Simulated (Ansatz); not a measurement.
Ansatz (a first-principles code) input (CCSD(T)/def2-SVPD):

Ansatz 0.2 input:
```yaml
crystal:
  periodic: [false, false, false]
  atoms:
    - {symbol: F, position_ang: [-1.23374170, -1.03391258, -0.99026569]}
    - {symbol: Sn, position_ang: [0.00000000, 0.00000000, 0.00000000]}
    - {symbol: F, position_ang: [0.46246550, 1.54435274, -0.98631649]}
    - {symbol: F, position_ang: [-0.78245155, 0.51224916, 1.64228205]}
    - {symbol: F, position_ang: [1.55372775, -1.02268932, 0.33430014]}
basis:
  gaussian:
    orbitals: def2-SVPD
magnetization: {spin_polarized: false}
correlation: {method: ccsd_t, electrons: outside_noble_gas}
output: {forces: true}
```

Output:

```
Functional definition: HF
integrals: 0.26 GiB planned
1310 factors; integrals over basis functions are off by at most 1.2e-4 eV
0.95 GiB of device memory are held for the factors and their scratch space
mean field: 0.73 GiB planned
mean field evaluation 1: about -16618.8072 eV, gradient 5.2e1 eV
mean field evaluation 2: about -16618.9336 eV, gradient 5.3e1 eV
mean field evaluation 4: about -16623.4071 eV, gradient 2.0e0 eV
mean field evaluation 8: about -16623.4366 eV, gradient 8.6e-2 eV
mean field evaluation 16: about -16621.3462 eV, gradient 3.6e1 eV
mean field -16623.43658719 eV, -610.9000268092 hartree, gradient 1.8e-6 eV, S^2 0.000000; 0 other end points of the search recorded, 0 dependent functions left out
13 core orbitals not correlated, not the lowest: weight in the atoms' cores, before any rotation towards them, 0.716 or more for the frozen orbitals, at most 0.279 for the correlated occupied ones
reference -16623.43658719 eV, -610.9000268092 hartree; 16, 16 occupied and 95, 95 virtual orbitals, 1310 factors
densities: 4.87 GiB planned
second order -24.18847690 eV of doubles, -0.00000000 eV of singles
coupled cluster: 2.86 GiB planned
cycle   1  -23.38316446 eV  change    8.1e-1 eV  update   1.4e-1
cycle   2  -23.98415243 eV  change   -6.0e-1 eV  update   4.5e-2
cycle   3  -24.12632697 eV  change   -1.4e-1 eV  update   2.0e-2
cycle   4  -24.11840688 eV  change    7.9e-3 eV  update   3.7e-3
cycle   5  -24.11139336 eV  change    7.0e-3 eV  update   1.3e-3
cycle   6  -24.11190529 eV  change   -5.1e-4 eV  update   4.0e-4
cycle   7  -24.11204891 eV  change   -1.4e-4 eV  update   1.3e-4
cycle   8  -24.11192671 eV  change    1.2e-4 eV  update   3.8e-5
cycle   9  -24.11190302 eV  change    2.4e-5 eV  update   8.7e-6
perturbative correction -0.56281970 eV, -0.0206832426 hartree
the calculation of the forces begins
0.95 GiB of device memory are held for the factors and their scratch space
Total energy: -16648.11130991 eV, -611.8068061442 hartree
Atom 0 at    -1.233742    -1.033913    -0.990266 Å, force    -0.488712    -0.409555    -0.392266 eV/Å
Atom 1 at     0.000000     0.000000     0.000000 Å, force     0.000000     0.000000    -0.000000 eV/Å
Atom 2 at     0.462465     1.544353    -0.986316 Å, force     0.183193     0.611751    -0.390701 eV/Å
Atom 3 at    -0.782452     0.512249     1.642282 Å, force    -0.309946     0.202913     0.650543 eV/Å
Atom 4 at     1.553728    -1.022689     0.334300 Å, force     0.615465    -0.405109     0.132423 eV/Å
Dipole moment:    -0.000000    -0.000000    -0.000000 e Å
```
